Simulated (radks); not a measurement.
Results of a calculation; reference values are marked as such.
O II, 7 electrons, occupied as [He] 2s1.5 2p3.5 (fractional occupations, a model configuration). Level of theory: non-relativistic Kohn-Sham, PBE, spin-polarised, spherical densities, point nucleus; open shells are filled with parallel spins first (a radial shooting solver on a logarithmic mesh with Libxc functionals).

Unscreened Slater integrals over Kohn-Sham orbitals (eV). They are taken over the spin-up orbitals.

\begin{tabular}{lr}
integral & value \\ \hline
F0(2p,2p) & 23.122 \\
F2(2p,2p) & 10.524 \\
F0(2p,2s) & 22.989 \\
G1(2p,2s) & 14.014 \\
F0(2p,1s) & 32.960 \\
G1(2p,1s) & 3.6911 \\
F0(2s,2s) & 23.034 \\
F0(2s,1s) & 32.612 \\
G0(2s,1s) & 2.4693 \\
F0(1s,1s) & 128.33 \\
\end{tabular}

Derived for the open shells (J is the average intra-shell exchange parameter used in DFT+U). 2p: J = F2/5 = 2.105 eV.
